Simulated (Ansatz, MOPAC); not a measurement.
System: CHBrF, charge -1, multiplicity 1. SMILES: F[CH-]Br

Atoms: F1, C2, Br3, H4. Bonds: F1-C2, C2-Br3, C2-H4.

Bond lengths (Å) and angles (degrees) optimised at AM1 with MOPAC; PM6 with MOPAC; HF/STO-3G with Ansatz (a quantum-chemistry and plane-wave program), each started from the B3LYP-D3(BJ)/def2-TZVP structure (Ansatz) of the last column. A row stands for all coordinates that are equal there. No wavenumbers were computed at HF/STO-3G, so these may be saddle points.

```json
[
 {"coordinate": "F1-C2", "AM1": "1.360", "PM6": "1.347", "HF/STO-3G": "1.391", "B3LYP-D3(BJ)/def2-TZVP": "1.411"},
 {"coordinate": "C2-Br3", "AM1": "2.078", "PM6": "2.191", "HF/STO-3G": "2.144", "B3LYP-D3(BJ)/def2-TZVP": "2.282"},
 {"coordinate": "C2-H4", "AM1": "1.126", "PM6": "1.106", "HF/STO-3G": "1.133", "B3LYP-D3(BJ)/def2-TZVP": "1.114"},
 {"coordinate": "F1-C2-Br3", "AM1": "112.5", "PM6": "108.2", "HF/STO-3G": "101.4", "B3LYP-D3(BJ)/def2-TZVP": "102.8"},
 {"coordinate": "F1-C2-H4", "AM1": "107.3", "PM6": "105.5", "HF/STO-3G": "101.0", "B3LYP-D3(BJ)/def2-TZVP": "100.8"},
 {"coordinate": "Br3-C2-H4", "AM1": "97.7", "PM6": "98.9", "HF/STO-3G": "94.7", "B3LYP-D3(BJ)/def2-TZVP": "89.9"}
]
```

Mean signed difference of all 3 bond lengths from B3LYP-D3(BJ)/def2-TZVP: AM1 -0.081 Å, PM6 -0.055 Å, HF/STO-3G -0.047 Å.
